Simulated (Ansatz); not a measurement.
Consider the formal hydrolysis of the Si–Cl bond: `Cl[SiH]1[SiH2][SiH2]1` + H₂O → `O[SiH]1[SiH2][SiH2]1` + HCl.

Computed with Ansatz on PBE0-D4/def2-TZVP structures; ΔE is electronic, products minus reactants. CBS: MP2 limit from def2 TZ/QZ plus the TZ coupled-cluster correction, frozen cores. This one scheme is used for every species. DFT in def2-TZVPP. One conformer a species, not always the lowest.

`Cl[SiH]1[SiH2][SiH2]1`:

Z-matrix (Å, degrees):
```
Si
Si 1 2.321
Si 1 2.321 2 60.8
Cl 1 2.055 2 122.6 3 112.1
H 1 1.483 2 116.2 3 -106.9
H 2 1.485 1 120.1 3 112.8
H 2 1.484 1 117.9 3 -102.1
H 3 1.484 1 117.9 2 102.1
H 3 1.485 1 120.2 2 -112.8
```

H₂O:

Z-matrix (Å, degrees):
```
O
H 1 0.960
H 1 0.960 2 105.1
```

`O[SiH]1[SiH2][SiH2]1`:

Cartesian coordinates in Å:
```
O 2.192 -0.811 0.578
Si 0.572 -0.551 0.724
Si -0.443 1.476 0.277
Si -0.965 -0.424 -1.016
H 2.463 -1.631 0.161
H -0.037 -1.218 1.908
H 0.300 2.477 -0.529
H -1.357 2.103 1.266
H -2.257 -1.155 -0.962
H -0.467 -0.266 -2.407
```

HCl:

```xyz
2

Cl    0.056    0.488   -0.409
H    -0.056   -0.488    0.409
```

```tsv
level	ΔE (kcal/mol)
r2SCAN-D4	3.6
r2SCAN0-D4	4.0
PBE	4.3
MP2/def2-TZVPP	3.9
SCS-MP2/def2-TZVPP	3.1
CCSD/def2-TZVPP	2.7
CCSD(T)/def2-TZVPP	2.9
MP2/CBS(def2)	5.4
```

Task: What does CCSD(T)/CBS give? (An estimate is asked.)

Result: The calculation gave: +4.3 kcal/mol. The listed levels differ from it by -0.7, -0.3, 0.0, -0.4, -1.2, -1.6, -1.4, 1.1 kcal/mol.

Largest T1 diagnostic among the species: 0.015.

The D4 term adds +0.8 kcal/mol with B3LYP and +0.4 kcal/mol with PBE0; it sums over pairs of atoms, weighted by their polarisabilities, and B3LYP, whose exchange is more repulsive, gets the larger term. Leaving LDA and LC-ωPBE aside and taking each functional with its dispersion term where it has one, the values, not all of them listed here, spread over 2.8 kcal/mol, from CAM-B3LYP-D4 to revPBE-D4. LDA lies −1.4 kcal/mol from PBE without D4. At CCSD(T), def2-SVP lies −1.2 kcal/mol from the extrapolated value and def2-TZVPP −1.4 kcal/mol.

B3LYP here is the variant with VWN-RPA as its local correlation; programs differ in this.
